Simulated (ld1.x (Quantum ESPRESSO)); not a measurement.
**Which change was made? (Be, RRKJ)**

beryllium, norm-conserving RRKJ (Kleinman–Bylander form), made with ld1.x (Quantum ESPRESSO) 7.5 (PBE, scalar-relativistic). Core none, reference 1s2 2s1 2p1. Waves: 1s (bound): rc 0.30 bohr; 2p (bound): rc 4.20 bohr; 3d channel at 0.05 Ry: rc 4.10 bohr. Local part: all-electron potential smoothed inside 2.55 bohr (lloc = -1). Core correction: none.

Occupied shells without a wave of their own: 2s. They enter only through the test configuration that unscreens the potential.

Cutoffs, loose and tight: the cutoffs (Ry, on a coarse ladder) from which the occupation-weighted sum of valence levels, in a spherical-Bessel basis at the reference potential, stays within 10 and 1 mRy of its value at 400 Ry. They do not see the model core or the augmentation charge, which bear on the density cutoff. Test errors are all-electron minus pseudo excitation energies from the reference, over the configurations 1s2 2s2 2p0; 1s2 2s1 2p0; 1s2 2s0 2p0; 1s2 2s0 2p2; 1s2 2s1.5 2p0; 1s1 2s2 2p0; 1s2 2s0 2p1; variants that change the core or the reference have their own tests.

The base gives: outcome: generated, misses its reference levels by 1.27 eV; bound ghosts: not determined; largest test error (meV): -3183.

After one change the result is: outcome: generated, misses its reference levels by 2.89 eV; bound ghosts: not determined; largest test error (meV): -7044. Which change was it?
A. local potential all-electron potential smoothed inside 1.68 bohr (lloc = -1)
B. type TM; local potential all-electron potential smoothed inside 3.30 bohr (lloc = -2)
C. local potential the p channel

B. The others give: local potential all-electron potential smoothed inside 1.68 bohr (lloc = -1) → outcome: generated, misses its reference levels by 0.59 eV; bound ghosts: not determined; largest test error (meV): -1431 | local potential the p channel → outcome: generated, misses its reference levels by 0.77 eV; bound ghosts: not determined; largest test error (meV): -964.
